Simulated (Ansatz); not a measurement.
Cl2GeH4Si, SMILES `Cl[SiH2][GeH2][Cl]` from Hartree–Fock to CCSD(T)

Cartesian coordinates in Å:
```
Cl 0.048 2.247 1.326
Si -0.860 0.852 0.124
Ge 0.606 -1.012 -0.114
Cl 2.363 -0.273 -1.134
H -2.135 0.439 0.764
H -1.130 1.462 -1.199
H 1.083 -1.584 1.229
H 0.025 -2.130 -0.996
```

Total charge 0; spin multiplicity 1. Correlated methods include outer-core shells of Ge, which these sets cover unevenly. Scalar relativity is left out up to krypton. The structure was optimised at the PBE0-D4/def2-TZVP level. It is one conformer, not always the lowest. Frozen core, restricted reference, Ansatz 0.2.0.

```tsv
basis	HF (Eh)	MP2 corr.
def2-SVP	-3285.07400	-0.58987
def2-TZVPP	-3285.76283	-0.75506
def2-QZVPP	-3285.83952	-1.06808
```

Q: Estimate the CCSD correlation energy and the (T) correction in each basis where they were run (hartree).

A: 
```json
{"basis": "def2-SVP", "CCSD corr.": "-0.63648", "(T)": "-0.01566"}
{"basis": "def2-TZVPP", "CCSD corr.": "-0.81088", "(T)": "-0.03211"}
```
